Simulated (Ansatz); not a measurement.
Reaction (ligand exchange at the Si–N bond): `C/C=N\[SiH2]Cl` + `F[SiH](F)S` → `F[SiH](F)S[SiH2]Cl` + `CC=N`

Computed with Ansatz on PBE0-D4/def2-TZVP structures; ΔE is electronic, products minus reactants. CCSD(T)/CBS adds triple-zeta CCSD(T) − MP2 to the extrapolated MP2 energy (def2 sets, frozen cores). Functionals use def2-TZVPP. One conformer a species, not always the lowest.

`C/C=N\[SiH2]Cl`:

```xyz
11

C    -0.980    0.276   -1.294
C    -0.492    1.058   -0.121
N     0.275    0.684    0.801
Si    1.152   -0.675    1.319
Cl    1.053   -2.407    0.174
H    -0.692    0.790   -2.216
H    -2.075    0.254   -1.284
H    -0.594   -0.741   -1.305
H    -0.867    2.092   -0.081
H     2.579   -0.289    1.350
H     0.641   -1.042    2.656
```

`F[SiH](F)S`:

```xyz
6

F    -1.310    1.007    0.404
Si    0.132    0.353    0.338
F     0.189   -0.658    1.557
S     0.441   -0.637   -1.493
H     1.157    1.394    0.508
H    -0.609   -1.459   -1.314
```

`F[SiH](F)S[SiH2]Cl`:

```xyz
9

F     0.751   -0.550    1.786
Si   -0.593   -1.041    1.108
F    -0.210   -2.333    0.274
S    -1.397    0.457   -0.136
Si    0.391    1.007   -1.176
Cl    1.366    2.535   -0.232
H    -1.571   -1.410    2.141
H    -0.042    1.484   -2.504
H     1.306   -0.149   -1.259
```

`CC=N`:

Z-matrix (Å, degrees):
```
C
C 1 1.493
H 1 1.092 2 111.6
H 1 1.094 2 110.3 3 -121.2
H 1 1.094 2 110.3 3 121.2
N 2 1.263 1 127.9 3 0.0
H 2 1.095 1 115.5 3 -180.0
H 6 1.023 2 110.6 1 0.0
```

| level | ΔE (kJ/mol) | difference from CCSD(T)/CBS |
| --- | --- | --- |
| PBE-D4 | -18.9 | -0.7 |
| PBE0-D4 | -19.8 | -1.6 |
| ωB97X-V | -16.3 | 1.9 |
| ωB97M-V | -16.3 | 1.9 |
| B2PLYP | -10.7 | 7.5 |
| PBE | -16.7 | 1.5 |
| r2SCAN | -15.7 | 2.5 |
| HF/def2-TZVPP | -6.8 | 11.4 |
| MP2/def2-TZVPP | -17.4 | 0.8 |
| SCS-MP2/def2-TZVPP | -15.0 | 3.2 |
| CCSD/def2-TZVPP | -14.9 | 3.3 |
| HF/def2-QZVPP | -6.1 | 12.1 |
| SCS-MP2/def2-QZVPP | -15.8 | 2.4 |
| HF/CBS(def2) | -6.0 | 12.2 |
| MP2/CBS(def2) | -19.1 | -0.9 |
| CCSD/CBS(def2) | -16.7 | 1.5 |
| CCSD(T)/CBS | -18.2 | 0 |

Largest T1 diagnostic among the species: 0.012.

The D4 term adds −4.0 kJ/mol with B3LYP and −2.0 kJ/mol with PBE0; it sums over pairs of atoms, weighted by their polarisabilities, and B3LYP, whose exchange is more repulsive, gets the larger term. In def2-TZVPP, CCSD(T) changes the Hartree–Fock value by −9.7 kJ/mol (the triples alone add −1.5 kJ/mol) and MP2 by −10.6 kJ/mol.

B3LYP here is the variant with VWN-RPA as its local correlation; programs differ in this.
